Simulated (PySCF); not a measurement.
C4H7FO3S.
Geometry (GFN2-xTB, Å), atoms numbered from 1 in this order:
```xyz
16
C4H7FO3S angstrom
C     -1.8467    0.0152    0.2927
C     -0.5807   -0.1872   -0.5098
C      0.4457   -1.1264    0.1198
F      0.0292   -1.5835    1.3463
C      1.7558   -0.3247    0.3075
O      1.7945    0.6915   -0.6577
S      0.3301    1.4014   -0.6123
O      0.1995    2.1273    0.6080
O      0.1180    2.0810   -1.8427
H     -1.5991    0.4609    1.2534
H     -2.5127    0.6894   -0.2392
H     -2.3546   -0.9321    0.4649
H     -0.7811   -0.4553   -1.5443
H      0.6051   -2.0234   -0.4903
H      1.7442    0.1175    1.3116
H      2.6450   -0.9426    0.1808
```

NICS is the negative of the GIAO shielding at a point without a nucleus: at the ring centre (0) and 1 Å above and below it (1); zz is the component along the ring normal. Level: GIAO PBE0/pcSseg-1 (PySCF, non-relativistic, gas phase) on the GFN2-xTB geometry, one conformer.

Ring bond lengths (Å), with Mayer bond orders in brackets: C2–C3 1.527 (0.93), C3–C5 1.547 (1.01), C5–O6 1.402 (0.90), O6–S7 1.628 (0.88), S7–C2 1.834 (0.87).

**Question.** What do the NICS probes read (ppm)?

**Answer.** 
```csv
ring,type,NICS(0),"NICS(1), two faces","NICS(1)zz, two faces",rms pucker (Å),"centre to ring atoms, mean (Å)"
C2–C3–C5–O6–S7,5-membered ring with O and S; formal bonds all single,-6.7,-4.1 / -3.2,-4.9 / -0.8,0.20,1.32
```

**Question.** What can be read from them?

**Answer.** 
- C2–C3–C5–O6–S7: mean NICS(1)zz -2.8 ppm, near zero. C2, C3, C5, S7 have four or more neighbours; no verdict on aromaticity is drawn. The two faces differ by 4.1 ppm, so no symmetry operation interchanges them.

**Question.** At the first NICS(1) probe listed for ring C2–C3–C5–O6–S7, 1 Å off the ring, what do the in-plane components average?

**Answer.** The isotropic value is a third of the trace: (3 × -4.1 − (-4.9))/2 = -3.7 ppm.

**Question.** List the ring angles and the Hirshfeld charges of the ring atoms.

**Answer.** 
- C2–C3–C5–O6–S7: C2 102.8° (-0.040 e), C3 107.5° (+0.064 e), C5 108.4° (-0.008 e), O6 105.8° (-0.142 e), S7 94.0° (+0.553 e); sum 518.5° against 540° for a flat convex ring.
